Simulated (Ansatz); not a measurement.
```yaml
atoms:
  - { symbol: C, position_ang: [-0.0021, 0.0059, -0.7312] }
  - { symbol: C, position_ang: [-0.0012, 0.0099, 0.7230] }
  - { symbol: H, position_ang: [-0.0097, -0.9345, -1.3011] }
  - { symbol: H, position_ang: [0.0022, 0.9240, -1.2979] }
  - { symbol: H, position_ang: [-0.9280, 0.0088, 1.3038] }
  - { symbol: H, position_ang: [0.9343, 0.0054, 1.3108] }
```

Basis set: def2-TZVP (spherical functions). Correlated methods keep 2 orbitals frozen. Charge 0, multiplicity 3.

Computed with Ansatz (development build ahead of 0.2.0); each method stands on the lowest determinant of its kind that the runs found.

(1) Give the atomization energy at this shape (free ground-state atoms in the same class of orbitals less the molecule, no zero-point energy) of triplet C₂H₄ by UHF-MP2, UHF.

Results:

(1)

```tsv
method	atomization energy
UHF-MP2	476.91 kcal/mol
UHF	383.08 kcal/mol
```

Caution: another spin multiplicity may lie lower.
